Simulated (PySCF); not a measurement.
## Dipole response of Ni³⁺ (nickel, charge +3)

[Ar] 3d7, high-spin 4F determinant. Computed with PySCF 2.14 in aug-cc-pVDZ-DK, with the spin-free X2C one-electron Hamiltonian (Gaussian nucleus). Coupled (time-dependent) response in atomic units; α is the mean over directions. A double-zeta set is small for polarisabilities.

| method | mean α (bohr³) | C₆ (like pair) | S(−4) |
| --- | --- | --- | --- |
| UHF | 1.548 | 3.619 | 0.6826 |
| PBE | 1.779 | 4.164 | 1.122 |
| PBE0 | 1.701 | 3.981 | 0.9542 |
| MN15 | 1.732 | 3.987 | 1.044 |

S(−4) is the Cauchy moment in α(ω) = α(0) + S(−4) ω² + …

α(iu) at PBE0:

| u (hartree) | α(iu) (bohr³) |
| --- | --- |
| 0 | 1.701 |
| 0.0500 | 1.699 |
| 0.100 | 1.692 |
| 0.200 | 1.664 |
| 0.300 | 1.623 |
| 0.500 | 1.511 |
| 0.750 | 1.354 |
| 1.00 | 1.205 |
| 1.50 | 0.9597 |
| 2.00 | 0.7761 |
| 3.00 | 0.5337 |
| 5.00 | 0.2943 |

A single London oscillator, α(iu) = α/(1 + u²/ω²), gives C₆ = (3/4) ω α². Matching the computed C₆ needs ω = 4 × 3.981 / (3 × 1.701²) = 1.83 hartree.

For an ion, C₆ is the dispersion term alone; charge-induced terms of lower order in 1/R come first.
